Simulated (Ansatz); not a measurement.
[CuMe2]- (C2H6Cu⁻), relaxed as a singlet with RKS PBE0-D4/def2-TZVPD in Ansatz, starting from the GFN2-xTB geometry. Force threshold 0.02 eV/Å.

The relaxation made no stability test and no search for a lower SCF solution.

Start:

```xyz
9

Cu    0.0006   -0.0004   -0.0002
C    -1.2480   -0.6648    1.4337
H    -0.8598   -1.5243    2.0070
H    -2.2280   -1.0051    1.0567
H    -1.4955    0.0888    2.2013
C     1.2483    0.6647   -1.4341
H     2.1943    1.0831   -1.0491
H     0.8258    1.4685   -2.0615
H     1.5623   -0.1107   -2.1538
```

Estimate the energy that the relaxation releases and the steps that it takes.

0.04 eV, in 3 steps; 6.5 s on 4 threads of Arm Neoverse V2 on a shared host. No frequencies were taken in this run, so the end may be a saddle point.

Does the start keep its bonding and symmetry?

By distances, no bond broke or formed. The bond that changes most is Cu1–C2, from 2.01 to 1.96 Å (atoms count from 1). Point group D3 at the start, D3 at the end, both within 0.05 Å.

Predict the relaxed structure.


```xyz
9

Cu    0.0001   -0.0001    0.0000
C    -1.2166   -0.6480    1.3976
H    -0.8013   -1.5058    1.9517
H    -2.1855   -0.9805    0.9902
H    -1.4443    0.1264    2.1485
C     1.2166    0.6480   -1.3976
H     2.1515    1.0595   -0.9831
H     0.7675    1.4492   -2.0072
H     1.5120   -0.1487   -2.1001
```
Bond lengths: 2 × C–Cu 1.96 Å; 6 × C–H 1.10 Å.
